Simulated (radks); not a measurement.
The numbers below are computed, except where a source is named.
Question: Radial electron density D(r) = 4 pi r^2 rho(r) of an atom or ion with 16 electrons. Code: a radial shooting solver on a logarithmic mesh with Libxc functionals. Model: Dirac Kohn-Sham, relativistic LDA (MacDonald-Vosko exchange, VWN5 correlation), spin-unpolarised, spherical densities, finite nucleus; Fermi nuclear charge, rms radius of each element as measured or else 0.836 A^(1/3) + 0.57 fm.

```
   r/bohr * D(r) (the largest magnitude, 99.9, reaches the edge; | marks zero)
 0.002365 |       *
 0.002935 |          *
 0.003642 |              *
 0.004521 |                   *
  0.00561 |                         *
 0.006963 |                               *
 0.008642 |                                     *
  0.01073 |                                          *
  0.01331 |                                             *
  0.01665 |                                              *
  0.02067 |                                            *
  0.02565 |                                         *
  0.03184 |                                       *
  0.03951 |                                          *
  0.04904 |                                                 *
  0.06086 |                                                      *
  0.07554 |                                                    *
  0.09375 |                                        *
   0.1173 |                         *
   0.1456 |                  *
   0.1807 |                   *
   0.2242 |                  *
   0.2783 |           *
   0.3454 |    *
   0.4286 |*
    0.532 *
   0.6603 *
```

What is the nuclear charge?

Answer: Z = 63. The innermost maximum, from 1s, lies near gamma/Z bohr with gamma = sqrt(1 - (Z/c)^2) = 0.888, here 0.0141 bohr (found: 0.0155), and its height grows with Z. The density is that of the europium ion Eu47+ in [Ne] 3s2 3p4; the configuration itself is not fixed sharply by these data, and Z only to a few units. D(r) has 3 maxima, at r = 0.0155, 0.0649, 0.197 bohr, and minima at 0.0311, 0.156 bohr, inside which lie 2.07, 10.59 electrons.
